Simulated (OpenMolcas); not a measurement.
Ionisation energies of bismuth

```
Program             : OpenMolcas 26.06
Basis               : ANO-R2 [8s7p5d3f1g]
Scalar Hamiltonian  : X2C, finite nucleus
Spin-orbit coupling : RASSI with atomic mean-field integrals over the reference wave functions, term energies averaged over their components
```

Active shells in each charge state: the valence s, p shells, with orbitals averaged over the low states. Where CASPT2's correlated closed shells are named, they are those of the first ion.

A. CASSCF
B. SS-CASPT2, IPEA 0.25 Eh, imaginary shift 0.1 Eh (closed shells correlated: 5d)
C. SS-CASPT2, IPEA 0.25 Eh, imaginary shift 0.1 Eh (closed shells correlated: 4f 5s 5p 5d)
D. SS-CASPT2, IPEA 0 Eh, imaginary shift 0.1 Eh (closed shells correlated: 5d)
E. SS-CASPT2, IPEA 0.25 Eh, imaginary shift 0.1 Eh (closed shells correlated: none)

Energies in eV between the lowest computed levels, named as in B; reference values from the NIST Atomic Spectra Database with their kind.

```json
{"From": "Bi+ 6s² 6p² ³P₀", "To": "Bi2+ 6s² 6p ²P°_1/2", "A": "15.646", "B": "16.335", "C": "16.371", "D": "16.411", "E": "16.030", "Spin-orbit share in B": "+0.502", "Reference": "16.703 (measured)"}
{"From": "Bi2+ 6s² 6p ²P°_1/2", "To": "Bi3+ 6s² ¹S₀", "A": "24.231", "B": "25.169", "C": "25.240", "D": "25.246", "E": "24.691", "Spin-orbit share in B": "+1.489", "Reference": "25.571 (measured)"}
{"From": "Bi3+ 6s² ¹S₀", "To": "Bi4+ 6s ²S_1/2", "A": "43.290", "B": "44.494", "C": "44.614", "D": "44.499", "E": "43.352", "Spin-orbit share in B": "+0.000", "Reference": "45.370 (measured)"}
{"From": "Bi4+ 6s ²S_1/2", "To": "Bi5+ 5d¹⁰ ¹S₀", "A": "54.131", "B": "55.755", "C": "55.951", "D": "55.816", "E": "54.131", "Spin-orbit share in B": "+0.000", "Reference": "54.856 (measured)"}
```

Steps that some method lacks are left out, and so are those with a state whose active s or d shell is doubly occupied in every root (s and p with five to eight electrons, d10) over a frozen core shell of the same l, since the two then mix freely.

Error against the reference values, in %:

```json
{"From": "Bi+", "Reference": "measured", "A": "-6.3", "B": "-2.2", "C": "-2.0", "D": "-1.7", "E": "-4.0"}
{"From": "Bi2+", "Reference": "measured", "A": "-5.2", "B": "-1.6", "C": "-1.3", "D": "-1.3", "E": "-3.4"}
{"From": "Bi3+", "Reference": "measured", "A": "-4.6", "B": "-1.9", "C": "-1.7", "D": "-1.9", "E": "-4.4"}
{"From": "Bi4+", "Reference": "measured", "A": "-1.3", "B": "+1.6", "C": "+2.0", "D": "+1.8", "E": "-1.3"}
```

Mean absolute error over the 4 measured values: A 1.30 eV, B 0.64 eV, C 0.63 eV, D 0.61 eV, E 1.07 eV.

° marks odd parity.
